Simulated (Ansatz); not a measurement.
`C[Si]SC` + `[SH][Ge][SH]` → `C[S][Ge][SH]` + `CS[SiH]`  (substitution at a C–Si bond)

Computed with Ansatz on PBE0-D4/def2-TZVP structures; ΔE is electronic, products minus reactants. CCSD(T)/CBS adds triple-zeta CCSD(T) − MP2 to the extrapolated MP2 energy (def2 sets, frozen cores). This one scheme is used for every species. Functionals use def2-TZVPP. B3LYP here is the variant with VWN-RPA as its local correlation; programs differ in this. For Ge outer-core shells are correlated without core-valence functions, which leaves a few kJ/mol of doubt a bond. Scalar relativity is left out up to krypton. Each species was taken in one conformer, which may not be the lowest.

| level | ΔE (kcal/mol) | difference from CCSD(T)/CBS |
| --- | --- | --- |
| PBE-D4 | 11.1 | -0.6 |
| r2SCAN-D4 | 11.9 | 0.2 |
| PBE0-D4 | 11.6 | -0.1 |
| ωB97X-V | 11.7 | 0.0 |
| ωB97M-V | 12.3 | 0.6 |
| PBE | 11.2 | -0.5 |
| r2SCAN | 11.9 | 0.2 |
| PBE0 | 11.7 | 0.0 |
| B3LYP | 11.5 | -0.2 |
| SCS-MP2/def2-TZVPP | 11.4 | -0.3 |
| CCSD/def2-TZVPP | 12.0 | 0.3 |
| CCSD(T)/def2-TZVPP | 11.7 | 0.0 |
| HF/def2-QZVPP | 11.9 | 0.2 |
| MP2/def2-QZVPP | 12.0 | 0.3 |
| HF/CBS(def2) | 11.9 | 0.2 |
| MP2/CBS(def2) | 11.9 | 0.2 |
| CCSD(T)/CBS | 11.7 | 0 |

Largest T1 diagnostic among the species: 0.016.
